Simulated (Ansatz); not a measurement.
Consider the formal exchange of groups at a C–C bond: `CC(F)CBr` + SiH₄ → `FC([SiH3])CBr` + CH₄.

Program: Ansatz. Geometries: PBE0-D4/def2-TZVP. ΔE: electronic, gas phase. CCSD(T)/CBS is the MP2 limit (def2-TZVPP, def2-QZVPP) plus CCSD(T) − MP2 in def2-TZVPP, frozen cores. This one scheme is used for every species. For Br outer-core shells are correlated without core-valence functions, which leaves a few kJ/mol of doubt a bond. Scalar relativity is left out up to krypton. Each species was taken in one conformer, which may not be the lowest.

| level | ΔE (kcal/mol) |
| --- | --- |
| SCS-MP2/def2-TZVPP | -0.5 |
| CCSD/CBS(def2) | -1.0 |

Task: What does CCSD(T)/CBS give? (Best estimate.)

Result: Computed: -1.3 kcal/mol. The listed levels differ from it by 0.8, 0.3 kcal/mol.

Largest T1 diagnostic among the species: 0.011.

In def2-TZVPP, CCSD(T) changes the Hartree–Fock value by −1.9 kcal/mol (the triples alone add −0.4 kcal/mol) and MP2 by −2.3 kcal/mol. From PBE to PBE0 (25 % exact exchange), in def2-TZVPP and without D4, ΔE moves by +1.1 kcal/mol.

CCSD(T)/CBS has its own doubt, a few kJ/mol and more with outer-core shells, so smaller differences from it don't rank the levels.
